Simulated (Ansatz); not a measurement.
BH, SMILES [BH] (connectivity only; charge and spin as stated), neutral, multiplicity 1.

Coordinates come from a PBE0-D3(BJ)/def2-TZVPD optimisation.

Two levels are set side by side: PBE/def2-TZVPD (Ansatz, an electronic-structure program) and CAM-B3LYP/def2-TZVPD (Ansatz). Energy differences of separate SCF runs at the same geometry; the states with an electron removed or added have multiplicity 2 and 2. Differences are taken from unrounded values.

```
quantity                            PBE
---------------------------------  ----
vertical ionisation energy (eV)    9.58
vertical singlet–triplet gap (eV)  0.96
```

Question: These are the PBE values. What does CAM-B3LYP give? (An estimate is asked for; the answer gives what the named calculation found.)

Answer: 
| quantity | CAM-B3LYP | PBE minus CAM-B3LYP |
|---|---|---|
| vertical ionisation energy (eV) | 9.68 | -0.10 |
| vertical singlet–triplet gap (eV) | 1.12 | -0.17 |
